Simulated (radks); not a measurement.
Charge is removed step by step from the 5s1/2 level of Rb, starting from [Kr] 5s1. All-electron calculation, Dirac Kohn-Sham, PBE, spin-unpolarised, spherical densities, point nucleus. Program: a radial shooting solver on a logarithmic mesh with Libxc functionals.

removed (e)	E - E(0) (eV)	eigenvalue (eV)
0	0.000	-2.231
0.125	0.307	-2.682
0.25	0.671	-3.147
0.375	1.094	-3.626
0.5	1.578	-4.121
0.625	2.125	-4.633
0.75	2.737	-5.160
0.875	3.415	-5.685

The mean slope of the eigenvalue, de/dn, is 3.95 eV per electron.
